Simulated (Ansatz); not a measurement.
Geometry optimisation, RKS PBE-D4/def2-SVP (Ansatz).

input.yaml

```yaml
crystal:
  periodic: [false, false, false]
  atoms:
    - { symbol: C, position_ang: [-1.41217, 1.08616, 0.16952] }
    - { symbol: Al, position_ang: [0.26864, 0.06688, -0.09365] }
    - { symbol: "N", position_ang: [0.55639, -1.62847, 0.36223] }
    - { symbol: S, position_ang: [1.98226, 1.07072, -1.05893] }
    - { symbol: H, position_ang: [-2.19103, 0.78091, -0.53527] }
    - { symbol: H, position_ang: [-1.25591, 2.16063, 0.02879] }
    - { symbol: H, position_ang: [-1.82195, 0.93923, 1.17239] }
    - { symbol: H, position_ang: [-0.15481, -2.20084, 0.79725] }
    - { symbol: H, position_ang: [1.39379, -2.1909, 0.27437] }
    - { symbol: H, position_ang: [2.63479, -0.08432, -1.11671] }
basis:
  gaussian: { orbitals: def2-SVP }
hamiltonian:
  xc: pbe
  dispersion: d4
relax:
  f_tol: 0.015
  max_steps: 40
```

Launched with:

```bash
$ ansatz run input.yaml --threads 2 --pin off --max-ram 3072MiB --backend cpu --events-out ev --progress --plain --runs-dir out
```

Q: Where does it end, and by what steps?

A: The forces met the threshold. The force dipped under the threshold on the way, but the program's further checks kept it going. After 23 steps the energy has fallen by 0.070 eV; H7 moved furthest, 0.50 Å.

```tsv
step	energy less start (eV)	largest force component (eV/Å)	accepted
0	0.0000	0.827	yes
1	-0.0579	0.269	yes
2	-0.0608	0.257	yes
3	-0.0650	0.068	yes
4	-0.0618	0.099	no
5	-0.0661	0.043	yes
6	-0.0663	0.011	yes
7	-0.0665	0.050	yes
8	-0.0667	0.046	yes
9	-0.0663	0.157	no
10	-0.0672	0.031	yes
11	-0.0669	0.140	no
12	-0.0623	0.264	no
13	-0.0675	0.006	yes
14	-0.0678	0.042	yes
15	-0.0679	0.073	yes
16	-0.0682	0.053	yes
17	-0.0686	0.024	yes
18	-0.0689	0.073	yes
19	-0.0692	0.039	yes
20	-0.0694	0.005	yes
21	-0.0695	0.058	yes
22	-0.0697	0.018	yes
23	-0.0698	0.004	yes
```

```xyz
10
Properties=species:S:1:pos:R:3
C -1.396 1.047 0.165
Al 0.268 0.063 -0.143
N 0.533 -1.587 0.485
S 1.880 1.021 -1.322
H -1.986 1.124 -0.773
H -1.191 2.085 0.502
H -2.039 0.563 0.927
H -0.154 -2.102 1.041
H 1.366 -2.164 0.353
H 2.718 -0.050 -1.235
```

Whether the end is a true minimum wasn't checked by a vibrational analysis.

Time of the run: 36 s on 2 threads of Arm Neoverse V2, on a shared host, peak memory 0.14 GiB.
